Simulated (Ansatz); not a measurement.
Stepwise reaction of `CB(C)N` with hydrogen, as a gas-phase model of exchange steps in deposition or etching. ΔE in kJ/mol; ΔG adds harmonic PBE0-D4 terms to CCSD(T)/CBS, at 1 bar.

Calculated with Ansatz (gas phase, PBE0-D4/def2-TZVP geometries, no zero-point term in ΔE). CBS: MP2 limit from def2 TZ/QZ plus the TZ coupled-cluster correction, frozen cores. This one scheme is used for every species. DFT in def2-TZVPP. B3LYP here is the variant with VWN-RPA as its local correlation; programs differ in this. Each species was taken in one conformer, which may not be the lowest.

| step | reaction | PBE-D4 | B3LYP-D4 | ωB97M-V | CCSD(T)/CBS | ΔG(500 K) |
| --- | --- | --- | --- | --- | --- | --- |
| 1 | `CB(C)N` + H₂ → `CBN` + CH₄ | -23.0 | -28.4 | -25.6 | -24.7 | -18.7 |
| 2 | `CBN` + H₂ → `BN` + CH₄ | -19.9 | -26.3 | -23.7 | -23.5 | -13.8 |

(1) By hand: ΔE of the 2 steps together at CCSD(T)/CBS.

## Answers

(1) (-24.7) + (-23.5) = -48.2 kJ/mol, or -24.1 kJ/mol a step.

In ΔE the steps differ by no more than 1.2 kJ/mol. All are downhill at CCSD(T)/CBS. ΔG lies between -18.7 and -13.8 kJ/mol a step. PBE-D4 differs from CCSD(T)/CBS by 1.7 to 3.6 kJ/mol a step. Isolated molecules leave out the surface, adducts and barriers. Largest T1 diagnostic: 0.012.
